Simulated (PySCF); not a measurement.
Species: C5H2F3OS (charge -1).
SMILES: `FC(F)(c1ccoc1[S-])F`

Jobs on this species (12 atoms, 84 electrons) with PySCF (density fitting). Hardware of each: one thread of an Arm Neoverse V2, no GPU, on a shared host. Other jobs ran on the host; a repeat could differ by tens of per cent or more.

| level and settings | work | basis functions | SCF cycles | wall time |
| --- | --- | --- | --- | --- |
| BHandHLYP/def2-SVP | shieldings, ring-centre shieldings | 154 | ? | ? |
| BHandHLYP/6-31G* | shieldings, ring-centre shieldings | 148 | ? | ? |
| PBE0/def2-SVPD | 6 singlets by full TDDFT, 2 Tamm–Dancoff triplets, polarisability, density and orbital grids written | 235 | 14 | 40 s |
| B3LYP/def2-SVPD | 8 singlets by full TDDFT, 3 Tamm–Dancoff triplets, polarisability | 235 | 14 | 37 s |
| PBE0/pcSseg-1 | shieldings, ring-centre shieldings, charges and field gradients, density and orbital grids written | 187 | 14 | 26 s |

**Question.** Fill in the missing figures.

**Answer.** 
- BHandHLYP/def2-SVP; shieldings, ring-centre shieldings: 13 s, 13 SCF cycles
- BHandHLYP/6-31G*; shieldings, ring-centre shieldings: 14 s, 13 SCF cycles

**Question.** What do all jobs in the table cost together?

**Answer.** About 2.2 min; the longest takes about 31 % of that, and about 3.1 times as long as the shortest.
